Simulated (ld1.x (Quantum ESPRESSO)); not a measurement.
**Transferability test, PAW potential for ruthenium**

Ru, PAW, made with ld1.x (Quantum ESPRESSO) 7.5 (LDA (PZ), scalar-relativistic). Core [Kr], reference 4d6.5 5s0 5p0 (charge +1.5). Waves: 5s (bound, empty): rcut 1.95, rcutus 2.30 bohr; 5s channel at 4 Ry: rcut 1.95, rcutus 2.30 bohr; 5p (bound, empty): rcut 2.10, rcutus 2.80 bohr; 5p channel at 1.05 Ry: rcut 2.10, rcutus 2.80 bohr; 4d (bound): rcut 1.85, rcutus 2.15 bohr; 4d channel at -0.25 Ry: rcut 1.85, rcutus 2.15 bohr. Local part: all-electron potential smoothed inside 2.10 bohr (lloc = -1). Core correction: Bessel-smoothed model core inside 1.05 bohr. Augmentation charge: BESSEL, radius 1.80 bohr.

Energies are relative to the spin-unpolarised reference configuration 4d6.5 5s0 5p0; without spin polarisation the order of configurations can differ from experiment. Spin-polarised rows fill each open shell by Hund’s rule, majority spin first. Not all tests gave a result: test run stopped at test 9 of 9 (negative rho), 3 before it not solved. Left out of the table: 4d7 5s1 5p0 (solver errors, printed error +4.2 eV); 4d7 5s0.5 5p0 (solver errors, printed error +399 meV); 4d7.5 5s0.5 5p0 (solver errors, printed error -766 meV).

| valence configuration | charge | ΔE all-electron (eV) | error AE − PS (meV) |
| --- | --- | --- | --- |
| 4d7 5s0 5p0 | +1 | -7.771 | -12 |
| 4d6 5s0 5p0 | +2 | 10.666 | -21 |
| 4d6 5s1 5p0 | +1 | -5.062 | -7.9 |
| 4d5 5s0 5p0 | +3 | 41.515 | -275 |

(1) What are ΔE and the potential's error for 4d6.5 5s0 5p0 (spin-polarised)?

Results:

(1) ΔE = -1.804 eV all-electron; the error (AE − PS) is -5.0 meV.

These tests converged, but a pseudo level misses the all-electron one widely, so the file describes the atom poorly there or has found another state: 4d5 5s0 5p0: empty 5s by 3.6 eV.
